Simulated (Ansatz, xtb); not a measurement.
## Relative energy of two isomers of C6H9Br

We compare I, `C[C@@H]1CCC=C1Br`, a singlet, with II, `C=C1CCC[C@@H]1Br`, a singlet. Both are isolated molecules in the gas phase, relaxed with B3LYP-D3(BJ)/def2-SVP; the shapes shown needn't be the lowest conformers.

I (Å):

```yaml
atoms:
  - { symbol: C, position_ang: [-1.2486, 1.8020, 1.7270] }
  - { symbol: C, position_ang: [-0.3428, 1.3429, 0.5869] }
  - { symbol: C, position_ang: [-0.5954, -0.1161, 0.1264] }
  - { symbol: C, position_ang: [0.7784, -0.6772, -0.3090] }
  - { symbol: C, position_ang: [1.7583, 0.2067, 0.4245] }
  - { symbol: C, position_ang: [1.1399, 1.2920, 0.9017] }
  - { symbol: Br, position_ang: [1.9991, 2.7254, 1.7980] }
  - { symbol: H, position_ang: [-1.0233, 2.8367, 2.0255] }
  - { symbol: H, position_ang: [-1.1209, 1.1576, 2.6119] }
  - { symbol: H, position_ang: [-2.3056, 1.7572, 1.4202] }
  - { symbol: H, position_ang: [-0.4786, 2.0382, -0.2647] }
  - { symbol: H, position_ang: [-0.9629, -0.6927, 0.9912] }
  - { symbol: H, position_ang: [-1.3606, -0.1820, -0.6612] }
  - { symbol: H, position_ang: [0.9317, -0.5866, -1.4013] }
  - { symbol: H, position_ang: [0.8970, -1.7464, -0.0675] }
  - { symbol: H, position_ang: [2.8285, 0.0083, 0.4990] }
```

II (Å):

```xyz
16

C    -2.1755    0.4638    1.0221
C    -0.8765    0.5909    0.7354
C    -0.2301    1.6831   -0.1086
C     1.2852    1.3878   -0.0656
C     1.4683    0.5649    1.2193
C     0.2106   -0.2981    1.2760
Br    0.4356   -1.8979    0.0694
H    -2.9179    1.1611    0.6235
H    -2.5418   -0.3517    1.6516
H    -0.6293    1.6983   -1.1345
H    -0.4539    2.6685    0.3341
H     1.5774    0.7751   -0.9321
H     1.9013    2.2985   -0.0794
H     1.4486    1.2305    2.1020
H     2.3997   -0.0161    1.2570
H    -0.0105   -0.7481    2.2491
```

Quicker runs give these differences E(II) − E(I): GFN2-xTB +0.052 eV; HF/STO-3G +0.277 eV (at GFN2-xTB geometries); r2SCAN-D4/def2-SVP +0.045 eV (at GFN2-xTB geometries).

Question: Estimate E(II) − E(I) at the level CCSD(T)/def2-SVP + ΔMP2/def2-TZVPP.

Answer: Too close to call at this level: CCSD(T)/def2-SVP + ΔMP2/def2-TZVPP gives E(II) − E(I) = +0.043 eV.

The same difference at several levels:

```tsv
level	geometry	E(II) − E(I) (eV)	departure from the last row (eV)	job, with rough time for the two
GFN2-xTB	GFN2-xTB	+0.052	+0.010	optimisation, 0.16 s
HF/STO-3G	GFN2-xTB	+0.277	+0.235	single point, 0.56 s
r2SCAN-D4/def2-SVP	GFN2-xTB	+0.045	+0.003	single point, 4.9 s
B3LYP-D3(BJ)/def2-SVP	B3LYP-D3(BJ)/def2-SVP	+0.018	−0.024	optimisation, 89 s
HF/def2-SVP	B3LYP-D3(BJ)/def2-SVP	+0.009	−0.034	part of the CCSD(T) run
MP2/def2-SVP	B3LYP-D3(BJ)/def2-SVP	+0.091	+0.048	part of the CCSD(T) run
CCSD(T)/def2-SVP	B3LYP-D3(BJ)/def2-SVP	+0.057	+0.014	single point
CCSD(T)/def2-SVP + ΔMP2/def2-TZVPP	B3LYP-D3(BJ)/def2-SVP	+0.043		single point, 2.6 min
```

As drawn, both hold the same kinds of bond in the same numbers. Structure I has 1 methyl group, II 0.

The largest departure from CCSD(T)/def2-SVP + ΔMP2/def2-TZVPP is that of HF/STO-3G, 0.235 eV. The last row adds to CCSD(T) the change of the MP2 difference between the two basis sets, here −0.014 eV.

With thermal terms from frequencies at re-optimised GFN2-xTB minima (ideal gas, soft modes damped towards free rotors, one conformer each, 298.15 K, 1 atm): on the last row, ΔE + ΔZPE = +0.042, ΔH = +0.033, ΔG = +0.051 eV.

The correlated steps freeze 15 core orbitals; the filled d shell of Br is correlated, in a basis made for valence electrons. Programs: Ansatz 0.2.0, xtb 6.7.1; the last row on 4 threads of Arm Neoverse V1 on a shared host.
